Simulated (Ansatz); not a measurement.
| atom | x (Å) | y (Å) | z (Å) |
| --- | --- | --- | --- |
| H | -1.1481 | -1.1454 | -0.7780 |
| H | -1.1551 | -1.1454 | -1.5206 |
| H | -1.1535 | -1.1474 | 1.5273 |
| H | -1.1468 | -1.1458 | 0.7784 |
| H | -1.1480 | 1.1517 | -0.7722 |
| H | -1.1508 | 1.1454 | -1.5269 |
| H | -1.1496 | 1.1445 | 1.5168 |
| H | -1.1459 | 1.1486 | 0.7836 |
| H | 1.1453 | -1.1486 | -0.7741 |
| H | 1.1558 | -1.1544 | -1.5259 |
| H | 1.1451 | -1.1464 | 1.5168 |
| H | 1.1497 | -1.1525 | 0.7723 |
| H | 1.1554 | 1.1503 | -0.7739 |
| H | 1.1521 | 1.1479 | -1.5223 |
| H | 1.1462 | 1.1464 | 1.5250 |
| H | 1.1468 | 1.1494 | 0.7735 |

Basis set: cc-pVDZ (spherical functions). All electrons are correlated. Charge 0, multiplicity 1.

Computed with Ansatz (development build ahead of 0.2.0); each method stands on the lowest determinant of its kind that the runs found. Restricted open shells among the atoms or ions are ROHF, correlated in semicanonical orbitals with singles.

Question: Give the atomization energy at this shape (free ground-state atoms in the same class of orbitals less the molecule, no zero-point energy) of singlet H16 by RHF-MP2, RHF.

Answer:

```json
{"method": "RHF-MP2", "atomization energy": "750.15 kcal/mol"}
{"method": "RHF", "atomization energy": "607.39 kcal/mol"}
```
